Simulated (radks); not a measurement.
Sm29+, configuration [Ar] 3d10 4s2 4p3.

Method: scalar-relativistic Kohn-Sham, r2SCAN, spin-polarised, spherical densities, finite nucleus; open shells are filled with parallel spins first (spin-orbit coupling, left out, can overturn this in heavy ions); meta-GGA in the generalised Kohn-Sham scheme; Fermi nuclear charge, rms radius 5.0819 fm; computed with a radial shooting solver on a logarithmic mesh with Libxc functionals.

Energy parts (hartree):
| part | energy |
|---|---|
| total | -9997.5893 |
| kinetic | 10715.1051 |
| electron-nucleus | -23014.3599 |
| Hartree | 2500.0910 |
| exchange-correlation | -198.4255 |

Orbitals (lengths in bohr, moments of r in powers of bohr; <r^-3> diverges for s and p1/2; r(max) is where P^2 peaks):
orbital  occ.  eigenvalue (hartree)   r(max)  <r^-3>      <r^2>
1s up       1             -1756.176  0.01449       -  0.0007051
1s down     1             -1756.057  0.01449       -  0.0007050
2s up       1             -319.2603  0.08205       -    0.01107
2s down     1             -319.2344  0.08206       -    0.01107
2p up       3             -288.8859  0.06630   10200   0.008888
2p down     3             -288.8058  0.06632   10190   0.008890
3s up       1             -97.99307   0.2318       -    0.07220
3s down     1             -97.92533   0.2319       -    0.07213
3p up       3             -88.41929   0.2269    2179    0.07185
3p down     3             -88.32684   0.2271    2176    0.07176
3d up       5             -75.69651   0.1856   296.9    0.05987
3d down     5             -75.59766   0.1856   297.1    0.05974
4s up       1             -44.05665   0.5076       -     0.3032
4s down     1             -43.46442   0.5073       -     0.3037
4p up       3             -40.48754   0.5201   648.3     0.3202
4p down     0             -39.90782   0.5197   649.5     0.3206

The highest occupied level is 4p up at -1101.7 eV. The spin density at the nucleus is -2.97 e/bohr^3 (1s -20.75, 2s 7.65, 3s 13.53, 4s -3.39). For comparison, the ionisation energy in NIST's Atomic Spectra Database is 1103 eV (theoretical). In exact Kohn-Sham theory the highest level is minus the ionisation energy, but local and semilocal functionals leave it too shallow, through self-interaction and a potential that decays too fast; potentials with the right tail come closer. Summed over all electrons, <r^2> = 2.817 bohr^2, which gives a Langevin (diamagnetic) susceptibility term of -2.23 x 10^-6 cm^3/mol. The density falls to 0.001 e/bohr^3 at r = 1.26 bohr. Spin moment in Bohr magnetons: 3.
